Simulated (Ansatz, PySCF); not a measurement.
F₂GeH₄OSi, SMILES F[SiH](F)[O][GeH3].

Geometry: PBE0-D3(BJ)/def2-SVP. The structure was generated by enumeration, and PubChem lists no compound with its InChIKey, so it may never have been made. Other conformers were not sampled.

Vertical ionisation energy (IE) and electron affinity (EA) in eV. Rows of orbital energies are one-electron estimates. Where ΔSCF, EOM or ADC give a negative EA the extra electron is unbound and the value depends on the basis.

```csv
level,IE,EA
"−ε(HOMO), −ε(LUMO), CAM-B3LYP/def2-TZVP (PySCF)",10.76,-0.80
"−ε(HOMO), −ε(LUMO), PBE/def2-TZVP (PySCF)",7.82,1.09
"ΔSCF, PBE0/def2-SVPD (Ansatz), final states of multiplicity 2 and 2",11.51,-1.04
"ΔSCF, PBE/def2-SVPD (Ansatz), final states of multiplicity 2 and 2",11.00,-0.89
```

Q: What vertical singlet–triplet gap does ΔSCF give with PBE0/def2-SVPD (Ansatz, a quantum-chemistry and plane-wave program) and with PBE/def2-SVPD (Ansatz)? (An estimate is asked for; the answer gives what the named calculation found.)

A: 7.06 and 6.54 eV (triplet above singlet where positive).
